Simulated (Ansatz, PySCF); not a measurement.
System: sum formula HSiO2, net charge 0, doublet state. It need not be the lowest isomer of its formula. 
Geometry from a B3LYP-D3(BJ)/def2-TZVP (Ansatz, an electronic-structure program) optimisation:
```xyz
4

Si    -0.3586    -0.1016    -0.1448
O     -0.5497    -0.1792     1.3687
O      1.0441     0.3150    -0.8842
H      1.0643     0.3351    -1.8479
```
Charge 0, spin multiplicity 2.

Dipole moments at this geometry, in debye (magnitudes).

```csv
level,program,dipole (D)
SVWN5/def2-TZVPD,Ansatz,[?]
PBE/def2-TZVPD,Ansatz,4.43
revPBE/def2-TZVPD,Ansatz,4.42
M06-L/def2-TZVPD,PySCF,4.52
TPSSh/def2-TZVPD,PySCF,4.58
MN15/def2-TZVPD,PySCF,4.91
LC-wPBE/def2-TZVPD,Ansatz,4.97
wB97X-V/def2-TZVPD,Ansatz,4.82
CCSD(T)/aug-cc-pV(D+d)Z,Ansatz,[?]
```

Q: What belongs in the gaps?

A: 
- SVWN5/def2-TZVPD, dipole (D): 4.51
- CCSD(T)/aug-cc-pV(D+d)Z, dipole (D): 4.63
